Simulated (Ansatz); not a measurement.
`[O]=[Mo]([OH])([OH])=[S]`, charge 0, multiplicity 1.

Q: Give a relaxed structure at PBE0-D4/def2-TZVP (Ansatz). (An estimate is asked.)

A: The calculation gave: 
Cartesian coordinates in Å:
```
O 0.112 0.016 -1.758
Mo -0.324 0.060 -0.148
O 0.066 -1.579 0.655
O 0.595 1.435 0.716
S -2.399 0.421 0.003
H 0.612 -2.242 0.224
H 1.337 1.890 0.308
```
Point group Cs.
